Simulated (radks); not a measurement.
Values are calculated unless marked as measured or tabulated.
The rhodium ion Rh+, configuration [Ar] 3d10 4p6 4d8 5p2 (not the ground configuration).

Code: a radial shooting solver on a logarithmic mesh with Libxc functionals. Model: scalar-relativistic Kohn-Sham, PW91, spin-polarised, spherical densities, point nucleus; open shells are filled with parallel spins first (spin-orbit coupling, left out, can overturn this in heavy ions).

Energy parts (eV):
total: -130018.514
kinetic: 134648.493
electron-nucleus: -312837.823
Hartree: 51933.051
exchange-correlation: -3762.235

Orbitals (lengths in bohr, moments of r in powers of bohr):
| orbital | occ. | eigenvalue (eV) | <r> |
|---|---|---|---|
| 1s up | 1 | -23070.63 | 0.03263 |
| 1s down | 1 | -23070.59 | 0.03263 |
| 2s up | 1 | -3367.464 | 0.1419 |
| 2s down | 1 | -3367.078 | 0.1419 |
| 2p up | 3 | -3021.064 | 0.1237 |
| 2p down | 3 | -3020.752 | 0.1237 |
| 3s up | 1 | -623.3878 | 0.3905 |
| 3s down | 1 | -623.1467 | 0.3905 |
| 3p up | 3 | -509.4809 | 0.3903 |
| 3p down | 3 | -509.2082 | 0.3902 |
| 3d up | 5 | -327.2456 | 0.3700 |
| 3d down | 5 | -326.8578 | 0.3699 |
| 4s up | 0 | -105.7235 | 0.9644 |
| 4s down | 0 | -104.0297 | 0.9632 |
| 4p up | 3 | -72.8689 | 1.052 |
| 4p down | 3 | -71.1189 | 1.051 |
| 4d up | 5 | -25.5328 | 1.353 |
| 4d down | 3 | -23.6868 | 1.349 |
| 5p up | 2 | -10.1281 | 3.206 |
| 5p down | 0 | -8.3201 | 3.216 |

The highest occupied level is 5p up at -10.128 eV. The configuration is held as typed, so some empty levels lie below it. Spin moment in Bohr magnetons: 4. The density falls to 0.001 e/bohr^3 at r = 4.59 bohr.
